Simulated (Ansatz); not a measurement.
Total energies of TcO3Cl (TcClO₃) from Ansatz at PBE0-D4/def2-TZVP, gas phase (1 Eh = 27.2114 eV = 2625.5 kJ/mol). The reference geometry is relaxed at r2SCAN-D4/def2-SVP.

```xyz
5

Tc   -0.0607    0.0299    0.0900
O    -1.1030    1.2720   -0.3275
O    -0.9467   -1.2838    0.6310
O     0.9666    0.5488    1.3062
Cl    1.1437   -0.5670   -1.6996
```

```json
{"state": "charge 0 singlet", "geometry": "reference", "energy (Eh)": "-766.49781"}
{"state": "charge 1 doublet", "geometry": "reference", "energy (Eh)": "-766.05124"}
{"state": "free Tc atom (sextet)", "geometry": "–", "energy (Eh)": "-80.69592"}
{"state": "free O atom (triplet)", "geometry": "–", "energy (Eh)": "-75.01860"}
{"state": "free Cl atom (doublet)", "geometry": "–", "energy (Eh)": "-459.99739"}
```

In the def2 sets Tc takes a core potential; there is no spin–orbit coupling.

Question: Work out the vertical ionisation energy to the doublet.

Answer: E(charge 1 doublet) − E(charge 0 singlet) = -766.05124 − (-766.49781) = 0.44657 Eh = 12.15 eV. For comparison, −ε of the highest occupied level is 10.21 eV at this level, 1.94 eV less.

Question: What is the binding energy per atom against free atoms?

Answer: Atoms: 1 × (-80.69592) + 3 × (-75.01860) + 1 × (-459.99739) = -765.74911 Eh. Binding: -765.74911 − (-766.49781) = 0.74870 Eh = 20.37 eV, or 4.07 eV for each of 5 atoms (no zero-point energy, no counterpoise term).

The restricted singlet is unstable towards broken spin symmetry in Hartree–Fock (as tested in another run); at PBE0-D4/def2-TZVP this wasn't settled. At PBE0-D4/def2-TZVP the charge 1 doublet is spin-contaminated (final ⟨S²⟩ up to 0.85, 0.75 for a pure state).
